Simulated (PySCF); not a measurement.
Compound: C₆H₇NOS (charge -1 and doublet state).
Z-matrix (Å and degrees, GFN2-xTB geometry), rows numbered from 1:
```
C 
N   1  1.4590
C   2  1.4049  1  114.23
C   3  1.3766  2  126.90  1    91.60
C   4  1.3843  3  114.67  2  -174.96
C   5  1.4075  4  114.21  3     2.02
C   6  1.3939  5  130.08  4  -179.45
O   7  1.2530  6  126.59  5    -0.28
S   6  1.7738  5  109.68  4     0.09
H   1  1.0997  2  113.19  3    60.99
H   1  1.0902  2  108.19  3   -58.98
H   1  1.0926  2  109.17  3  -177.48
H   2  1.0177  1  108.98  3  -123.33
H   4  1.0800  3  121.07  2     7.25
H   5  1.0760  4  125.08  3  -177.05
H   7  1.1159  6  114.26  5   179.76
```

The hyperfine couplings belong to this conformer and change with its torsions.

Identity: `CNC1=CC=C([CH][O-])S1` [radical] (charge -1).

Method used: UKS B3LYP, pcH-1 on C H N O S, non-relativistic, mean-field spin-orbit, GIAO (PySCF). Whether the extra electron is bound in the gas phase wasn't checked; a finite basis holds it in any case. A GFN2-xTB geometry isn't a minimum of the functional, and hyperfine couplings can be far from their values at a DFT geometry, by a factor of two or more for some ions and for spin on atoms past the first row. The SCF solution wasn't tested for stability.

The isotropic 13C couplings are +45.6, +40.4, -24.3, +18.3, -10.4, +4.1 MHz. Assign them to C1; C3; C4; C5; C6; C7.

```csv
site,a_iso (MHz),ρ(0) (bohr⁻³),position,distance from C3 (Å),spin population,largest |T| (MHz)
C1,+40.4,+0.0359,2 bonds from C3,2.41,+0.01,3.4
C3,+45.6,+0.0404,largest spin population,0.00,+0.31,60.5
C4,-24.3,-0.0216,1 bond from C3,1.38,-0.12,14.0
C5,+18.3,+0.0164,a main spin site,2.32,+0.26,39.6
C6,-10.4,-0.0094,1 bond from C5,2.54,+0.05,14.2
C7,+4.1,+0.0037,1 bond from O8,3.90,+0.17,31.8
```

Match the computed a_iso(1H) values -17.5, +16.9, -15.4, +5.2, -0.2 MHz (means over equivalent nuclei) with the sites H10/H11/H12; H13; H14; H15; H16.

| site | a_iso (MHz) | ρ(0) (bohr⁻³) | position | distance from C3 (Å) | bound to | spin population there | largest \|T\| (MHz) |
| --- | --- | --- | --- | --- | --- | --- | --- |
| H10/H11/H12 | -0.2 | 0.0000 | 3 bonds from C3 | 2.90 | C1 | +0.01 | 2.7 |
| H13 | +16.9 | +0.0038 | 2 bonds from C3 | 2.00 | N2 | -0.01 | 4.6 |
| H14 | +5.2 | +0.0012 | 2 bonds from C3, on C4 of spin population -0.12 | 2.14 | C4 | -0.12 | 2.9 |
| H15 | -17.5 | -0.0039 | 1 bond from C5 | 3.34 | C5 | +0.26 | 9.2 |
| H16 | -15.4 | -0.0035 | 2 bonds from O8, on C7 of spin population +0.17 | 4.32 | C7 | +0.17 | 10.2 |

ρ(0) is the spin density at the nucleus and T the dipolar tensor; a_iso includes a spin–orbit part; entries for several nuclei are means. Largest spin populations (Mulliken): C3 (+0.31), C5 (+0.26), O8 (+0.21) and C7 (+0.17). Four atoms exceed +0.15. Main spin sites, with 60 % or more of the largest population: C3, C5, O8; positions count bonds from the nearest.

Class means assume fast exchange of nuclei equivalent by connectivity; if that motion is slow, each nucleus keeps its own coupling.

C7, the radical centre as drawn in `CNc1ccc([CH][O-])s1`, holds a spin population of +0.17 out of 1.
